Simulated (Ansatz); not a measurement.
Total energies of `CN(C)c1ccc(F)c(C#N)c1N(C)C` from Ansatz at PBE-D4/def2-SVP, gas phase (1 Eh = 27.2114 eV = 2625.5 kJ/mol). The reference geometry is relaxed at r2SCAN-D4/def2-SVP.

```
                state   geometry  energy (Eh)
     charge 0 singlet  reference   -690.34421
     charge 1 doublet  reference   -690.08355
    charge -1 doublet  reference   -690.32992
free C atom (triplet)          –    -37.75124
free N atom (quartet)          –    -54.46658
free F atom (doublet)          –    -99.53976
free H atom (doublet)          –     -0.49863
```

**Question.** Work out the vertical ionisation energy to the doublet.

**Answer.** E(charge 1 doublet) − E(charge 0 singlet) = -690.08355 − (-690.34421) = 0.26066 Eh = 7.09 eV. For comparison, −ε of the highest occupied level is 4.74 eV at this level, 2.35 eV less.

**Question.** Work out the vertical electron affinity, to the doublet.

**Answer.** E(charge 0 singlet) − E(charge -1 doublet) = -690.34421 − (-690.32992) = -0.01429 Eh = -0.39 eV; negative, so the extra electron isn't bound. The basis lacks diffuse functions, which makes affinities too small.

**Question.** Give the fundamental gap IE − EA, the Mulliken electronegativity (IE + EA)/2 and the hardness (IE − EA)/2.

**Answer.** From the values in Eh: IE − EA = 0.26066 − (-0.01429) = 0.27495 Eh = 7.48 eV; (IE + EA)/2 = 3.35 eV; (IE − EA)/2 = 3.74 eV. The HOMO–LUMO gap of the same run is 2.80 eV, 4.68 eV smaller than the fundamental gap.

**Question.** What is the binding energy per atom against free atoms?

**Answer.** Atoms: 11 × (-37.75124) + 3 × (-54.46658) + 1 × (-99.53976) + 14 × (-0.49863) = -685.18396 Eh. Binding: -685.18396 − (-690.34421) = 5.16025 Eh = 140.42 eV, or 4.84 eV for each of 29 atoms (no zero-point energy, no counterpoise term).

At PBE-D4/def2-SVP the highest occupied level of the charge -1 doublet lies above zero (up to 2.82 eV). By energy differences it is unbound by 0.39 eV (vertical, against the charge 0 singlet, at PBE-D4/def2-SVP) and held by the finite basis.
